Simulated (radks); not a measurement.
Results of a calculation; reference values are marked as such.
Initial-state core-level shifts of the bromine ion Br+ when its valence configuration changes from [Ar] 3d10 4s2 4p4. Level of theory: non-relativistic Kohn-Sham, SCAN, spin-polarised, spherical densities, point nucleus; open shells are filled with parallel spins first; meta-GGA in the generalised Kohn-Sham scheme (a radial shooting solver on a logarithmic mesh with Libxc functionals). Shifts are changes of the shell-averaged eigenvalues in eV (positive: less bound); the change of the density at the nucleus, which sets a Mossbauer isomer shift, is in e/bohr^3, on a base of 2.958e+04.

valence,1s,2s,2p,3p,density at nucleus
3d10 4s1.5 4p4.5,-0.801,-0.787,-0.781,-0.787,-11.173
3d9.5 4s2 4p4.5,-8.028,-8.783,-8.754,-6.551,+6.183
3d9 4s2 4p5,-16.221,-17.753,-17.700,-13.127,+12.615
3d8 4s2 4p6,-33.111,-36.250,-36.173,-26.356,+26.129
3d10 4s1 4p5,-1.600,-1.574,-1.562,-1.573,-22.324
3d9.5 4s1 4p5.5,-9.572,-10.306,-10.263,-8.063,-17.218
3d9 4s1 4p6,-17.708,-19.227,-19.159,-14.581,-11.920
3d10 4p6,-3.229,-3.161,-3.137,-3.154,-45.850
